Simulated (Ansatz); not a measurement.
Br2H3HfNO, SMILES `[NH2][Hf]([OH])([Br])[Br]`, charge 0, multiplicity 1.

Question: Give a relaxed structure at PBE0-D4/def2-TZVP (Ansatz). (Estimate.)

Answer: The calculation gave: 
Z-matrix (Å, degrees):
```
Hf
O 1 1.893
Br 1 2.518 2 112.1
N 1 2.004 2 105.0 3 118.3
Br 1 2.518 2 112.1 3 -123.3
H 2 0.953 1 165.1 3 61.6
H 4 1.011 1 125.1 2 180.0
H 4 1.010 1 125.7 2 -0.0
```
Point group Cs.
